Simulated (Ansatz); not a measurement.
A nudged elastic band was laid between two geometries of BH3Se (5 atoms, charge 0, multiplicity 1).

Theory: Ansatz 0.2.0, RKS r2SCAN-D4/def2-SVP.

| Property | Result |
| --- | --- |
| movable images | 5 |
| climbing image | yes |
| spring | 5.0 eV/Å² |
| optimiser | quadratic models (default) |
| start path | through a guess of the saddle point |
| force threshold | 0.05 eV/Å |
| iteration limit | 60 |
| end points | relaxed |

First end point:

```xyz
5
Properties=species:S:1:pos:R:3
B -0.117 -0.637 0.045
Se 1.041 0.861 -0.145
H -1.308 -0.499 0.123
H 0.427 -1.710 0.081
H 0.007 1.912 -0.145
```

Last end point:

```xyz
5
Properties=species:S:1:pos:R:3
B -0.317 -0.558 0.054
Se -0.154 1.332 -0.091
H -1.442 -0.972 0.167
H 0.649 -1.272 0.033
H 1.314 1.397 -0.204
```

Q: What changes between the two ends?

A: No bond is made or broken.  The two ends are copies of one structure, up to a mirror image or an exchange of like atoms.

Q: What energy profile does the band end with?

A: The run converged. The highest image is number 3 of 0 to 6, 0.94 eV above the ends, which have the same energy within 2 meV. A vibrational analysis at the climbing image gives one clearly imaginary mode, 767i cm⁻¹: a first-order saddle point.

```tsv
image	path coordinate (Å)	energy (eV)
0	0.00	0.00
1	0.45	0.22
2	0.89	0.68
3	1.34	0.94
4	1.79	0.68
5	2.24	0.22
6	2.68	0.00
```

Q: What is the geometry of the highest image?

A: 
```xyz
5
Properties=species:S:1:pos:R:3
B -0.192 -0.557 0.212
Se 0.811 1.161 0.414
H -1.360 -0.604 0.506
H 0.381 -1.535 -0.200
H 0.410 1.461 -0.973
```

Q: What are the harmonic wavenumbers there?

A: 767i, 477, 618, 771, 992, 1183, 2416, 2575, 2694 cm⁻¹.

The band took 9 iterations and about 110 core-seconds.

Time of the run: 110 s on 1 thread of Arm Neoverse V1, on a shared host, peak memory 0.23 GiB.
